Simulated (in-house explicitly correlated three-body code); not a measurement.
Computed with an exponentially correlated three-body code. Model: two electrons around a point charge, non-relativistic, variational in 260 exponentially correlated functions (energies converged to about 1e-7 hartree, or 1e-8 relative for large Z).

For two electrons in a singlet the Kohn-Sham orbital is the square root of half the density, so the exact Kohn-Sham potential and energy parts follow from the density alone, and exchange is minus half the Hartree energy. The Kohn-Sham level equals minus the binding energy of the second electron.

Command:
```bash
python run_hyl.py task.json out
```
Settings (lengths in bohr, energies in hartree):
```
Z                      3.22
interaction_strength   1
functions              260
states_tried           13
```

Time taken, with all properties: 14 s on 1 thread of AMD EPYC 9R45 96-Core Processor (Zen 5), on a shared host.

**Converged states only, values per electron or pair.**

Given: nuclear charge 3.22.

```json
{"term": "1 1S", "mean r (bohr)": "0.52828", "mean r squared (bohr²)": "0.37898", "mean inverse r (1/bohr)": "2.9079", "mean r12 (bohr)": "0.7936", "mean inverse r12 (1/bohr)": "1.7047", "mean cosine": "-0.040731", "mean p1 dot p2 (bohr⁻²)": "0.31783", "delta r1 (bohr⁻³)": "8.6064", "delta r12 (bohr⁻³)": "0.69487"}
{"term": "2 3S", "mean r (bohr)": "1.3713", "mean r squared (bohr²)": "3.1646", "mean inverse r (1/bohr)": "1.9182", "mean r12 (bohr)": "2.3464", "mean inverse r12 (1/bohr)": "0.50404", "mean cosine": "-0.012017", "mean p1 dot p2 (bohr⁻²)": "0.019868", "delta r1 (bohr⁻³)": "5.6634", "delta r12 (bohr⁻³)": "-"}
{"term": "2 1S", "mean r (bohr)": "1.498", "mean r squared (bohr²)": "3.874", "mean inverse r (1/bohr)": "1.8971", "mean r12 (bohr)": "2.583", "mean inverse r12 (1/bohr)": "0.52641", "mean cosine": "-0.014335", "mean p1 dot p2 (bohr⁻²)": "0.024409", "delta r1 (bohr⁻³)": "5.6079", "delta r12 (bohr⁻³)": "0.087502"}
{"term": "2 3P", "mean r (bohr)": "?", "mean r squared (bohr²)": "?", "mean inverse r (1/bohr)": "?", "mean r12 (bohr)": "?", "mean inverse r12 (1/bohr)": "?", "mean cosine": "?", "mean p1 dot p2 (bohr⁻²)": "?", "delta r1 (bohr⁻³)": "?", "delta r12 (bohr⁻³)": "-"}
{"term": "2 1P", "mean r (bohr)": "1.3785", "mean r squared (bohr²)": "3.2883", "mean inverse r (1/bohr)": "1.8839", "mean r12 (bohr)": "2.3363", "mean inverse r12 (1/bohr)": "0.54813", "mean cosine": "0.01346", "mean p1 dot p2 (bohr⁻²)": "0.31867", "delta r1 (bohr⁻³)": "5.3258", "delta r12 (bohr⁻³)": "0.014311"}
{"term": "3 3S", "mean r (bohr)": "2.9495", "mean r squared (bohr²)": "16.904", "mean inverse r (1/bohr)": "1.7419", "mean r12 (bohr)": "5.4614", "mean inverse r12 (1/bohr)": "0.23441", "mean cosine": "-0.0036172", "mean p1 dot p2 (bohr⁻²)": "0.0055032", "delta r1 (bohr⁻³)": "5.4084", "delta r12 (bohr⁻³)": "-"}
{"term": "3 1S", "mean r (bohr)": "3.14", "mean r squared (bohr²)": "19.344", "mean inverse r (1/bohr)": "1.7362", "mean r12 (bohr)": "5.8381", "mean inverse r12 (1/bohr)": "0.23965", "mean cosine": "-0.0044838", "mean p1 dot p2 (bohr⁻²)": "0.0071712", "delta r1 (bohr⁻³)": "5.3974", "delta r12 (bohr⁻³)": "0.025613"}
{"term": "3 3P", "mean r (bohr)": "2.9445", "mean r squared (bohr²)": "17.112", "mean inverse r (1/bohr)": "1.7365", "mean r12 (bohr)": "5.456", "mean inverse r12 (1/bohr)": "0.24767", "mean cosine": "-0.015058", "mean p1 dot p2 (bohr⁻²)": "-0.096608", "delta r1 (bohr⁻³)": "5.2934", "delta r12 (bohr⁻³)": "-"}
{"term": "3 1P", "mean r (bohr)": "3.0753", "mean r squared (bohr²)": "18.754", "mean inverse r (1/bohr)": "1.7324", "mean r12 (bohr)": "5.7066", "mean inverse r12 (1/bohr)": "0.24524", "mean cosine": "0.0037362", "mean p1 dot p2 (bohr⁻²)": "0.092422", "delta r1 (bohr⁻³)": "5.3164", "delta r12 (bohr⁻³)": "0.0048426"}
{"term": "4 3S", "mean r (bohr)": "?", "mean r squared (bohr²)": "?", "mean inverse r (1/bohr)": "?", "mean r12 (bohr)": "?", "mean inverse r12 (1/bohr)": "?", "mean cosine": "?", "mean p1 dot p2 (bohr⁻²)": "?", "delta r1 (bohr⁻³)": "?", "delta r12 (bohr⁻³)": "-"}
{"term": "4 1S", "mean r (bohr)": "5.4592", "mean r squared (bohr²)": "61.608", "mean inverse r (1/bohr)": "1.6806", "mean r12 (bohr)": "10.466", "mean inverse r12 (1/bohr)": "0.13601", "mean cosine": "-0.0019111", "mean p1 dot p2 (bohr⁻²)": "0.0030014", "delta r1 (bohr⁻³)": "5.3483", "delta r12 (bohr⁻³)": "0.010684"}
{"term": "4 3P", "mean r (bohr)": "5.2748", "mean r squared (bohr²)": "57.845", "mean inverse r (1/bohr)": "1.6807", "mean r12 (bohr)": "10.101", "mean inverse r12 (1/bohr)": "0.1391", "mean cosine": "-0.0060889", "mean p1 dot p2 (bohr⁻²)": "-0.038473", "delta r1 (bohr⁻³)": "5.3054", "delta r12 (bohr⁻³)": "-"}
{"term": "4 1P", "mean r (bohr)": "5.4487", "mean r squared (bohr²)": "61.853", "mean inverse r (1/bohr)": "1.679", "mean r12 (bohr)": "10.444", "mean inverse r12 (1/bohr)": "0.13823", "mean cosine": "0.0015298", "mean p1 dot p2 (bohr⁻²)": "0.038599", "delta r1 (bohr⁻³)": "5.3146", "delta r12 (bohr⁻³)": "0.0021303"}
```

Question: What belongs in the row 2 3P?

Answer: mean r (bohr): 1.2894; mean r squared (bohr²): 2.84; mean inverse r (1/bohr): 1.8984; mean r12 (bohr): 2.201; mean inverse r12 (1/bohr): 0.5605; mean cosine: -0.056774; mean p1 dot p2 (bohr⁻²): -0.37979; delta r1 (bohr⁻³): 5.2371.

Question: What belongs in the row 4 3S?

Answer: mean r (bohr): 5.2034; mean r squared (bohr²): 55.727; mean inverse r (1/bohr): 1.6829; mean r12 (bohr): 9.9561; mean inverse r12 (1/bohr): 0.13406; mean cosine: -0.001508; mean p1 dot p2 (bohr⁻²): 0.0022393; delta r1 (bohr⁻³): 5.352.

**Electric-dipole lines between converged S and P states, rate of the upper state's decay.**

```csv
s state,p state,p minus s (eV),oscillator strength from s,rate (1/s)
1 1S,2 1P,73.986,0.4824,3.8194e+10
1 1S,3 1P,?,?,?
1 1S,4 1P,86.363,0.045297,4.8867e+09
2 1S,2 1P,1.4504,0.1941,5.9058e+06
2 1S,3 1P,10.607,0.27069,4.4049e+08
2 1S,4 1P,13.828,0.075472,2.0873e+08
3 1S,2 1P,-8.7416,-0.089567,2.9699e+08
3 1S,3 1P,0.4148,0.33204,826350
3 1S,4 1P,3.6358,0.28116,5.3758e+07
4 1S,2 1P,?,?,?
4 1S,3 1P,-3.0484,-0.19489,7.8584e+07
4 1S,4 1P,0.17263,0.45956,198080
2 3S,2 3P,2.4958,0.28065,2.5285e+07
2 3S,3 3P,12.431,0.20499,4.5821e+08
2 3S,4 3P,15.843,0.061522,2.2334e+08
3 3S,2 3P,-9.2826,-0.10844,4.0545e+08
3 3S,3 3P,0.65291,0.46766,2.8835e+06
3 3S,4 3P,4.0642,0.20784,4.9654e+07
4 3S,2 3P,-13.084,-0.02026,1.505e+08
4 3S,3 3P,-3.1487,-0.23754,1.0219e+08
4 3S,4 3P,0.26254,0.64197,640020
```

Question: What belongs in the row 1 1S 3 1P?

Answer: p minus s (eV): 83.142; oscillator strength from s: 0.11529; rate (1/s): 1.1527e+10.

Question: What belongs in the row 4 1S 2 1P?

Answer: p minus s (eV): -12.205; oscillator strength from s: -0.017946; rate (1/s): 1.1599e+08.

**Exact Kohn-Sham parts of the ground state from its density.**

Computed: total energy -8.51098867 hartree; Kohn-Sham kinetic 8.4707 hartree; exchange energy -1.7887 hartree; DFT correlation energy -0.04372 hartree; kinetic part of the DFT correlation energy 0.040276 hartree; potential part of the DFT correlation energy -0.083996 hartree; exact minus restricted Hartree-Fock -0.043706 hartree; Kohn-Sham level -90.527 eV; restricted Hartree-Fock level -90.859 eV; dipole polarisability 0.1389 bohr³.

Question: What is the C6 of two such species?

Answer: 0.048156 hartree·bohr⁶.

Question: What is the Hartree energy?

Answer: 3.5775 hartree.

**Density and exact potentials over r, pair density (one pair, times 4 pi r12^2) and exact minus Kohn-Sham pair density over r12.**

```
radius (bohr)  radial density (electrons/bohr)  exchange potential (hartree)  intracule density (1/bohr)  Coulomb hole against Kohn-Sham (1/bohr)  correlation potential (hartree)
        0.066                          0.61785                        -2.844                    0.039385                                 -0.01265                           -0.041
       0.0768                          0.78126                       -2.8242                    0.053336                                 -0.01649                           -0.037
       0.0894                          0.97762                       -2.7988                    0.072149                                 -0.02132                           -0.033
        0.104                           1.2068                       -2.7665                    0.097214                                 -0.02726                           -0.028
        0.121                           1.4683                       -2.7259                     0.13053                                 -0.03441                           -0.022
        0.141                           1.7597                       -2.6747                     0.17486                                 -0.04281                           -0.015
        0.164                           2.0637                       -2.6125                     0.23174                                 -0.05203                           -0.008
        0.191                           2.3694                       -2.5364                     0.30489                                 -0.06168                                0
        0.222                           2.6471                       -2.4468                     0.39472                                 -0.07052                            0.007
        0.259                           2.8773                       -2.3391                     0.50573                                 -0.07732                            0.014
        0.301                           3.0175                       -2.2185                     0.63058                                 -0.07977                             0.02
         0.35                           3.0461                       -2.0826                     0.76646                                 -0.07596                            0.023
        0.408                           2.9403                       -1.9312                     0.90365                                 -0.06398                            0.025
        0.475                           2.6969                       -1.7707                      1.0207                                  -0.0438                            0.024
        0.552                           2.3378                       -1.6062                      1.0954                                 -0.01786                            0.021
        0.643                           1.8904                       -1.4376                      1.1068                                 0.009796                            0.017
        0.748                           1.4179                        -1.274                      1.0391                                  0.03206                            0.012
        0.871                                ?                             ?                           ?                                        ?                                ?
         1.01                                ?                             ?                           ?                                        ?                                ?
         1.18                          0.32838                      -0.84208                     0.47247                                  0.03138                            0.003
         1.37                           0.1585                      -0.72805                     0.28196                                   0.0177                            0.002
          1.6                           0.0629                      -0.62446                      0.1383                                 0.006561                            0.001
```

Question: What belongs in the row 0.871?

Answer: radial density (electrons/bohr): 0.97059; exchange potential (hartree): -1.1173; intracule density (1/bohr): 0.8928; Coulomb hole against Kohn-Sham (1/bohr): 0.0436; correlation potential (hartree): 0.008.

Question: What belongs in the row 1.01?

Answer: radial density (electrons/bohr): 0.60757; exchange potential (hartree): -0.97617; intracule density (1/bohr): 0.69637; Coulomb hole against Kohn-Sham (1/bohr): 0.04246; correlation potential (hartree): 0.005.

The correlation energy of density-functional theory lies 0.014 millihartree below exact minus Hartree-Fock, because the Hartree-Fock density, unlike the exact one, minimises the Hartree-Fock energy.
